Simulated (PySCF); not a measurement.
ZrCl3, SMILES [Cl][Zr]([Cl])[Cl] (connectivity only; charge and spin as stated), neutral, multiplicity 2.

Geometry optimised at r2SCAN-D4/def2-SVP. The spin state was assumed, not searched. The isomer is the one that the SMILES or the coordinates give; other isomers of the formula were not compared. The def2 effective core potentials stand for the cores of Zr; spin–orbit coupling is left out.

Two levels are set side by side: PBE/def2-TZVPD (PySCF) and r2SCAN/def2-TZVPD (PySCF). Same geometry, gas phase. Differences are taken from unrounded values.

```json
[
 {"quantity": "α-spin orbital gap (eV)", "PBE": "1.37"},
 {"quantity": "β-spin orbital gap (eV)", "PBE": "4.83"},
 {"quantity": "mean polarisability (bohr³)", "PBE": "93.8"}
]
```

Question: These are the PBE values. What does r2SCAN give? (Estimate from the structure and the level; the computed values follow.)

Answer: 
| quantity | r2SCAN | PBE minus r2SCAN |
|---|---|---|
| α-spin orbital gap (eV) | 1.97 | -0.60 |
| β-spin orbital gap (eV) | 5.60 | -0.78 |
| mean polarisability (bohr³) | 89.5 | 4.4 |

Rough cost on one machine, each run with all the roots and properties that it gave: r2SCAN against PBE about 3 times.
